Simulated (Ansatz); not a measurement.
Consider the cleavage of the Sn–Si bond: `Cl[Si](Cl)(Cl)[SnH3]` + HBr → `[Br][SnH3]` + `Cl[SiH](Cl)Cl`.

Program: Ansatz. Geometries: PBE0-D4/def2-TZVP. ΔE: electronic, gas phase. CCSD(T)/CBS is the MP2 limit (def2-TZVPP, def2-QZVPP) plus CCSD(T) − MP2 in def2-TZVPP, frozen cores. This one scheme is used for every species. DFT in def2-TZVPP. B3LYP here is the variant with VWN-RPA as its local correlation; programs differ in this. def2 core potentials past Kr. For Br, Sn outer-core shells are correlated without core-valence functions, which leaves a few kJ/mol of doubt a bond. Scalar relativity is left out up to krypton.

| level | ΔE (kJ/mol) |
| --- | --- |
| revPBE | -73.7 |
| B3LYP | -85.8 |
| BHLYP | -95.3 |
| CCSD(T)/def2-SVP | -78.8 |

Task: What does CCSD(T)/CBS give? (An estimate is asked.)

Result: Ansatz gave: -80.0 kJ/mol. The listed levels differ from it by 6.3, -5.8, -15.3, 1.2 kJ/mol.

Largest T1 diagnostic among the species: 0.012.

The D4 term adds +10.2 kJ/mol with B3LYP and +5.9 kJ/mol with PBE0; it sums over pairs of atoms, weighted by their polarisabilities, and B3LYP, whose exchange is more repulsive, gets the larger term. From BLYP to BHLYP (50 % exact exchange), in def2-TZVPP and without D4, ΔE moves by −14.2 kJ/mol.
